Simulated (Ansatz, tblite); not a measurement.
Cost and result up the ladder for H₄Au₃ (the lowest doublet isomer of a short search) (7 atoms). Total charge 0; doublet. Geometry: PBE-D4/def2-TZVP.

```xyz
7

Au    0.0020   -0.0048   -0.0005
Au   -1.2664   -1.3149    1.9379
Au    1.2617    1.3195   -1.9350
H     1.0003    2.1812   -3.2449
H    -0.9997   -2.1748    3.2479
H    -1.6239   -0.3307    0.4227
H     1.6260    0.3244   -0.4282
```

Ansatz on 4 threads of Arm Neoverse V2 on a shared host; xTB runs through tblite on one thread. Times are rough, summed over both states, and most runs start from the orbitals of an earlier one. PBE0-D4/def2-TZVP serves as the yardstick here, not as an exact answer. The other state is a triplet.

In the def2 sets Au takes a core potential; there is no spin–orbit coupling. The xTB rows come from tblite. No other spin state of charge 0 was run. The order of the spin states hangs on the level: the singlet lies 0.31 eV below the triplet at PBE-D4/def2-TZVP, but 0.35 eV above it at PBE0-D4/def2-TZVP. The singlet is doubtful at PBE0-D4/def2-TZVP (restricted singlet with a triplet 0.35 eV lower at the same geometry). The structure comes from a short search, and lower isomers may exist.

Raw xTB energies of ions are shifted by several eV, and xTB has no spin-polarisation term.

```tsv
level	functions	vertical IE (eV)	difference from PBE0-D4/def2-TZVP (eV)	remarks
PBE0-D4/def2-TZVP	144	9.12	0.00	–
GFN1-xTB	35	13.86	4.74	–
GFN2-xTB	31	13.12	4.00	–
r2SCAN-D4/def2-TZVP	144	9.37	0.26	–
PBE-D4/def2-TZVP	144	9.39	0.27	lower spin may lie lower (+1 triplet)
```

Estimate how long each takes.

GFN2-xTB 0.006 s; GFN1-xTB 0.008 s; PBE-D4/def2-TZVP 5.3 s; PBE0-D4/def2-TZVP 7.9 s; r2SCAN-D4/def2-TZVP 12 s. On shared hardware such times vary by a factor of up to 3.
